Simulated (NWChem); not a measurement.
System meant: C3F3, doublet; SMILES [C]#CC(F)(F)F

The following NWChem deck was run.

```
start job
memory heap 200 mb stack 900 mb global 1100 mb
geometry units angstroms noautoz
  C      0.000000     0.000000     2.413292
  C      0.000000     0.000000     1.202971
  C      0.000000     0.000000    -0.269834
  F      0.129109    -1.236138    -0.742538
  F     -1.135081     0.506257    -0.742538
  F      1.005972     0.729881    -0.742538
end
basis spherical
  * library def2-svp
end
dft
  odft
  mult 3
  xc xpbe96 cpbe96
  iterations 150
  mulliken
end
task dft energy
```

End of the output:

```
 Summary of "ao basis" -> "" (spherical)
 ------------------------------------------------------------------------------
       Tag                 Description            Shells   Functions and Types
 ---------------- ------------------------------  ------  ---------------------
 *                          def2-svp                  on all atoms

  pbe96 is a nonlocal functional; adding pw91lda local functional.

                                 NWChem DFT Module
                                 -----------------

 Summary of "ao basis" -> "ao basis" (spherical)
 ------------------------------------------------------------------------------
       Tag                 Description            Shells   Functions and Types
 ---------------- ------------------------------  ------  ---------------------
 C                          def2-svp                 6       14   3s2p1d
 F                          def2-svp                 6       14   3s2p1d

 Summary of "ao basis" -> "ao basis" (spherical)
 ------------------------------------------------------------------------------
       Tag                 Description            Shells   Functions and Types
 ---------------- ------------------------------  ------  ---------------------
 C                          def2-svp                 6       14   3s2p1d
 F                          def2-svp                 6       14   3s2p1d

      Symmetry analysis of basis
      --------------------------

        a          32
        e+         26
        e-         26

  Rotation of axis
  number of electrons :                   45
  multiplicity        :                    3
 ------------------------------------------------------------------------
  no. of electrons and multiplicity not compatible                  45
 ------------------------------------------------------------------------
 ------------------------------------------------------------------------
  current input line :
    21: task dft energy
 ------------------------------------------------------------------------
 ------------------------------------------------------------------------
 There is an error in the input file
 ------------------------------------------------------------------------
 For more information see the NWChem manual at https://nwchemgit.github.io

0: no. of electrons and multiplicity not compatible:Received an Error in Communication
```

Task: Can this run be used? If not, why, and what is the fix?

Result: The input was rejected before any calculation. Cause: the multiplicity doesn't fit the number of electrons (an even count wants an odd multiplicity, and the reverse). This input runs:
```
start job
memory heap 200 mb stack 900 mb global 1100 mb
geometry units angstroms noautoz
  C      0.000000     0.000000     2.413292
  C      0.000000     0.000000     1.202971
  C      0.000000     0.000000    -0.269834
  F      0.129109    -1.236138    -0.742538
  F     -1.135081     0.506257    -0.742538
  F      1.005972     0.729881    -0.742538
end
basis spherical
  * library def2-svp
end
dft
  odft
  mult 2
  xc xpbe96 cpbe96
  iterations 150
  mulliken
end
task dft energy
```
It converges to -412.91844 Ha (PBE/def2-SVP, spin-unrestricted).
